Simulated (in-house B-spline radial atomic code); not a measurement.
A fraction x of an electron is removed from 3d in the cobalt ion Co⁺, starting from [Ar] 3d8 and keeping the highest spin. Method: scalar-relativistic (X2C) r2SCAN, spin-polarised, spherical fractional occupations, Fermi nucleus of rms radius 3.7875 fm. Calculated with a radial B-spline atomic code at the basis-set limit.

| x | E(x) - E(0) (eV) | 3d down level (eV) |
| --- | --- | --- |
| 0 | 0.0000 | -10.823 |
| 0.07 | 0.7874 | -11.678 |
| 0.18 | 2.1476 | -13.060 |
| 0.32 | 4.1029 | -14.885 |
| 0.39 | 5.1776 | -15.823 |
| 0.5 | 7.0008 | -17.333 |
| 0.57 | 8.2483 | -18.314 |
| 0.69 | 10.5487 | -20.034 |
| 0.78 | 12.4110 | -21.354 |
| 0.93 | 15.7824 | -23.609 |
| 1 | 17.4726 | -24.684 |

The exact functional would give a straight line between the two integer points. Deviations E(x) - E(0) - x[E(1) - E(0)], in eV: -0.436 at x = 0.07, -0.997 at x = 0.18, -1.488 at x = 0.32, -1.637 at x = 0.39, -1.736 at x = 0.5, -1.711 at x = 0.57, -1.507 at x = 0.69, -1.218 at x = 0.78, -0.467 at x = 0.93.

The curve lies below the straight line by up to 1.736 eV (at x = 0.5): convex, the delocalisation error that favours fractional charges.

(1) How well does Slater's transition state (minus the level at half occupation) give the ionisation energy?

## Answers

(1) It gives 17.333 eV against 17.473 eV from the two total energies; NIST lists 17.08 eV, ground level to ground level.
